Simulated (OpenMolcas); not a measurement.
Co V.

- Program: OpenMolcas
- Method: RASSCF
- Basis: ANO-RCC-VTZP [6s5p3d2f1g]
- Scalar Hamiltonian: DKH2, point nucleus
- Active space: 11 electrons in 8 orbitals (RAS1 3p, at most 2 holes; RAS2 3d)
- State averaging: 2S+1 = 6 even, 1 root; 2S+1 = 4 even, 24 roots; 2S+1 = 2 even, 53 roots
- Spin-orbit coupling: RASSI with atomic mean-field integrals over the reference wave functions, term energies averaged over their components

Levels without dynamic correlation, in cm-1 above 3d5 6S 5/2:

```
            Level      E
       3d5 4P 5/2  44464
       3d5 4G 5/2  43231
       3d5 4D 7/2  51278
3d5 2D 5/2 [68 %]  63125
      3d5 2I 11/2  63262
```

On this reference, MS-RASPT2, IPEA 0.25 Eh, imaginary shift 0.1 Eh (closed shells correlated: 3s) puts 3d5 4P 5/2 at 43050 cm-1.

Question: Estimate the other levels at that method by one scale factor, and say how well it serves.

Answer: The factor is 43050 / 44464 = 0.968. Scaled values beside those that MS-RASPT2 gives and measured ones (Sugar and Corliss, J. Phys. Chem. Ref. Data 10, 1097 (1981)):
```tsv
Level	Scaled	MS-RASPT2	Miss (%)	Measured
3d5 4G 5/2	41848	38900	+7.6	
3d5 4D 7/2	49637	46980	+5.7	44709
3d5 2D 5/2 [68 %]	61105	60440	+1.1	57083
3d5 2I 11/2	61238	56750	+7.9
```
For these levels the scaled values miss MS-RASPT2 by up to 7.9 %, as correlation changes each term by its own factor, spin-orbit parts do not scale and CASPT2 has its own spread within terms. This holds within one configuration; levels of others move differently, and the target method has errors of its own against measurement.

CASPT2 does not keep the components of a term degenerate, so their means are used; among the terms shown or strongly mixed into the levels shown the widest spread is 500 cm-1 (3d5 2I, MS-RASPT2). Active for correlation alone: 3p; no level in the range computed is led by a configuration that opens it, so any true level of that kind is missing. Without dynamic correlation excited terms often stand tens of per cent too high (terms of higher spin than the ground term too low), and those without a measured partner can miss by more than the paired ones (holds for RASSCF). Computed and measured levels are paired by configuration, term and J; levels that our copy of the source lacks, or whose pairing is in doubt (as where it misses far off the trend of its configuration), stay unpaired and out of the deviations. Only configurations of the active space appear.

A share in square brackets marks a mixed level and gives the weight of the term that names it, the lowest over the columns.
